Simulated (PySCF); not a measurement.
A structure optimised at B3LYP-D3(BJ)/def2-SVP, used in a PySCF frequency run:

```
V
F 1 1.6431
F 1 1.6431 2 109.47
F 1 1.6431 2 109.47 3 -120.00
F 1 1.6431 2 109.47 3 120.00
```
Charge +1, spin multiplicity 1.

### Question
Write its SMILES, formula and point group.

### Answer
[F][V+]([F])([F])[F], F₄V, Td

### Question
What are its rotational constants (standard atomic weights)?

### Answer
3.6949, 3.6949, 3.6949 GHz
